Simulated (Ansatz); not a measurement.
Species: H₃SiO₂, charge 0, doublet. H3SiO2 (SMILES [SiH2]([O])O, doublet).
B3LYP-D3(BJ)/def2-TZVP minimum from Ansatz (a program for electronic structure):
```xyz
6

Si    -0.2148    -0.3513    -0.0178
O      1.4093    -0.5237     0.2006
O     -0.7917     1.1656    -0.2298
H     -0.6676    -0.9626     1.2654
H     -0.6576    -1.0954    -1.2114
H     -0.6085     1.8410     0.4287
```
Charge 0, spin multiplicity 2.

Total energies in hartree (Ansatz). Radicals and triplets start from unrestricted determinants; spin-orbit coupling is neglected. Cores are frozen in correlated methods. No relativity. For partners of very few electrons the exact lower level stands in for a higher one.

```csv
species,HF/cc-pV(T+d)Z,CCSD(T)/cc-pV(T+d)Z,HF/cc-pV(Q+d)Z,CCSD(T)/cc-pV(Q+d)Z,CCSD(T)/cc-pV(D+d)Z,CCSDT(Q)/cc-pV(D+d)Z
"1: H3SiO2 (SMILES O[SiH2][O], doublet)",-440.52457,-441.12324,-440.54170,-441.18466,-440.91574,-440.91777
2: Si (triplet),-288.85649,-288.93344,-288.85845,-288.93781,-288.91643,-288.91690
3: O (triplet),-74.81176,-74.97396,-74.81729,-74.99357,-74.90995,-74.91013
4: H (doublet),-0.49981,-0.49981,-0.49995,-0.49995,-0.49928,-0.49928
```

**Question.** Work out the atomisation energy (electronic, to ground-state atoms) in kcal/mol: take Hartree-Fock from cc-pV(Q+d)Z, extrapolate the CCSD(T) correlation energy as X^-3 (X = 3, 4), and add CCSDT(Q) - CCSD(T) in cc-pV(D+d)Z. 1 hartree = 627.51 kcal/mol.

**Answer.** 
Species 1: correlation (64·(-0.64296) - 27·(-0.59867))/37 = -0.67528; step -0.00203; E1 = -440.54170 + (-0.67528) + (-0.00203) = -441.21901
Species 2: correlation (64·(-0.07936) - 27·(-0.07695))/37 = -0.08112; step -0.00047; E2 = -288.85845 + (-0.08112) + (-0.00047) = -288.94004
Species 3: correlation (64·(-0.17628) - 27·(-0.16220))/37 = -0.18655; step -0.00018; E3 = -74.81729 + (-0.18655) + (-0.00018) = -75.00402
Species 4: correlation (64·(0.00000) - 27·(0.00000))/37 = 0.00000; step +0.00000; E4 = -0.49995 + (0.00000) + (+0.00000) = -0.49995
-1·E1 +1·E2 +2·E3 +3·E4 = 0.77108 hartree = 483.9 kcal/mol.
